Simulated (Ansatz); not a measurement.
Reaction (ligand exchange at the Si–N bond): `CC(S)N[SiH3]` + `CC#CS` → `CC#CS[SiH3]` + `CC(N)S`

Computed with Ansatz on PBE0-D4/def2-TZVP structures; ΔE is electronic, products minus reactants. CCSD(T)/CBS adds triple-zeta CCSD(T) − MP2 to the extrapolated MP2 energy (def2 sets, frozen cores). DFT in def2-TZVPP. B3LYP here is the variant with VWN-RPA as its local correlation; programs differ in this. One conformer a species, not always the lowest.

```tsv
level	ΔE (kJ/mol)	difference from CCSD(T)/CBS
PBE0-D4	-9.1	-3.8
B3LYP-D4	-1.0	4.3
ωB97M-V	-3.8	1.5
B2PLYP	-3.7	1.6
PBE	-11.2	-5.9
r2SCAN	-6.4	-1.1
PBE0	-10.6	-5.3
B3LYP	-3.4	1.9
HF/def2-TZVPP	-1.3	4.0
MP2/def2-TZVPP	-5.7	-0.4
SCS-MP2/def2-TZVPP	-3.3	2.0
CCSD/def2-TZVPP	-2.4	2.9
CCSD(T)/def2-TZVPP	-3.5	1.8
MP2/def2-QZVPP	-6.4	-1.1
HF/CBS(def2)	-0.5	4.8
MP2/CBS(def2)	-7.5	-2.2
CCSD(T)/CBS	-5.3	0
```

Largest T1 diagnostic among the species: 0.012.
